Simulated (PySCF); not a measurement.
## Sc (scandium, neutral) across methods

[Ar] 3d1 4s1 4p1, one real determinant (an excited configuration). Calculation: PySCF 2.14, in x2c-QZVPPall; the spin-free X2C one-electron Hamiltonian (Gaussian nucleus).

```json
{"method": "BP86", "E (hartree)": "-764.226", "mean ε 4s α (eV)": "-5.314", "mean ε 3d α (eV)": "-5.062", "mean ε 4p α (eV)": "-2.506", "Σ⟨r²⟩ (bohr²)": "56.62", "⟨S²⟩": "3.750"}
{"method": "LDA", "E (hartree)": "-762.147", "mean ε 4s α (eV)": "-5.342", "mean ε 3d α (eV)": "-4.925", "mean ε 4p α (eV)": "-2.434", "Σ⟨r²⟩ (bohr²)": "56.84", "⟨S²⟩": "3.750"}
{"method": "UHF", "E (hartree)": "-763.26127", "mean ε 4s α (eV)": "-7.816", "mean ε 3d α (eV)": "-10.471", "mean ε 4p α (eV)": "-4.620", "Σ⟨r²⟩ (bohr²)": "58.52", "⟨S²⟩": "3.752"}
{"method": "PBE0", "E (hartree)": "-763.946", "mean ε 4s α (eV)": "-5.928", "mean ε 3d α (eV)": "-6.420", "mean ε 4p α (eV)": "-3.040", "Σ⟨r²⟩ (bohr²)": "56.83", "⟨S²⟩": "3.751"}
{"method": "PBEsol", "E (hartree)": "-762.989", "mean ε 4s α (eV)": "-5.219", "mean ε 3d α (eV)": "-4.879", "mean ε 4p α (eV)": "-2.416", "Σ⟨r²⟩ (bohr²)": "56.67", "⟨S²⟩": "3.750"}
{"method": "wB97M-V", "E (hartree)": "-764.065", "mean ε 4s α (eV)": "-7.681", "mean ε 3d α (eV)": "-8.707", "mean ε 4p α (eV)": "-4.069", "Σ⟨r²⟩ (bohr²)": "58.64", "⟨S²⟩": "3.750"}
{"method": "PBE", "E (hartree)": "-763.909", "mean ε 4s α (eV)": "-5.196", "mean ε 3d α (eV)": "-4.974", "mean ε 4p α (eV)": "-2.448", "Σ⟨r²⟩ (bohr²)": "56.97", "⟨S²⟩": "3.750"}
{"method": "LC-wPBE", "E (hartree)": "-763.977", "mean ε 4s α (eV)": "-8.117", "mean ε 3d α (eV)": "-9.139", "mean ε 4p α (eV)": "-4.903", "Σ⟨r²⟩ (bohr²)": "55.80", "⟨S²⟩": "3.751"}
```

Estimate the same row for r2SCAN.

E (hartree) = -764.092; mean ε 4s α (eV) = -5.373; mean ε 3d α (eV) = -5.304; mean ε 4p α (eV) = -2.509; Σ⟨r²⟩ (bohr²) = 56.79; ⟨S²⟩ = 3.751.

⟨L²⟩ = 8.04 against 12 for a pure F term, so this real determinant mixes terms.
